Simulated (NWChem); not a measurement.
System: CHF, singlet; SMILES [CH]F

All runs: NWChem. Low-valent species are run as closed-shell singlets; no triplet was tried in these runs. All runs use the structure optimised with PBE0/def2-SVP. Level: PBE0/def2-SVP with SMD (1 M gas to 1 M solution), gas-phase geometry.

### Question
Predict the results for solvent water. Quantities: solvation free energy (kcal/mol); cavity-dispersion-structure term (kcal/mol); dipole in solution (D).

### Answer
| Property | Result |
|---|---|
| solvation free energy (kcal/mol) | 0.9 |
| cavity-dispersion-structure term (kcal/mol) | 5.2 |
| dipole in solution (D) | 1.91 |
